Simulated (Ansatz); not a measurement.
Program: Ansatz 0.2.0.

A structure relaxed at PBE0-D4/def2-TZVP, charge 0, multiplicity 1:

```json
{"atom": "Al1", "x (Å)": "0.490", "y (Å)": "1.978", "z (Å)": "-0.431"}
{"atom": "B2", "x (Å)": "0.639", "y (Å)": "-0.119", "z (Å)": "-0.515"}
{"atom": "Ge3", "x (Å)": "-0.587", "y (Å)": "-1.402", "z (Å)": "0.539"}
{"atom": "H4", "x (Å)": "-0.508", "y (Å)": "2.763", "z (Å)": "-1.391"}
{"atom": "H5", "x (Å)": "1.331", "y (Å)": "2.800", "z (Å)": "0.643"}
{"atom": "H6", "x (Å)": "1.434", "y (Å)": "-0.695", "z (Å)": "-1.206"}
{"atom": "H7", "x (Å)": "-1.530", "y (Å)": "-2.082", "z (Å)": "-0.478"}
{"atom": "H8", "x (Å)": "-1.478", "y (Å)": "-0.725", "z (Å)": "1.599"}
{"atom": "H9", "x (Å)": "0.210", "y (Å)": "-2.519", "z (Å)": "1.242"}
```

(1) Give its formula and SMILES.

(2) Summarise the bond lengths by kind.

Results:

(1) AlBGeH6, `[AlH2][BH][GeH3]`.

(2) 1 × Al–B 2.104 Å; 2 × Al–H 1.592 to 1.593 Å; 1 × B–Ge 2.064 Å; 1 × B–H 1.200 Å; 3 × Ge–H 1.541 to 1.545 Å.
